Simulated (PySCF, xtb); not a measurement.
CH₆ClFSi₂, SMILES F[Si@H](Cl)C[SiH3]. Other conformers were not sampled.

Harmonic wavenumbers (cm⁻¹) from xtb 6.7.1 with GFN2-xTB at its own minimum, in rising order: 40, 101, 114, 167, 189, 288, 483, 494, 531, 607, 642, 710, 715, 774, 782, 789, 796, 845, 1023, 1142, 1450, 2244, 2272, 2284, 2342, 2981, 2993.

Question: What does PBE-D3(BJ)/def2-SVP run with PySCF 2.14.0 give at its own minimum? (An estimate is asked for; the answer gives what the named calculation found.)

Answer: 38, 96, 125, 197, 234, 334, 476, 511, 562, 651, 710, 744, 803, 805, 879, 907, 912, 917, 986, 1042, 1321, 2166, 2180, 2191, 2209, 2985, 3051. Paired by order, the mean absolute difference is 59 cm⁻¹ and the zero-point energies are 39.7 and 40.1 kcal/mol.
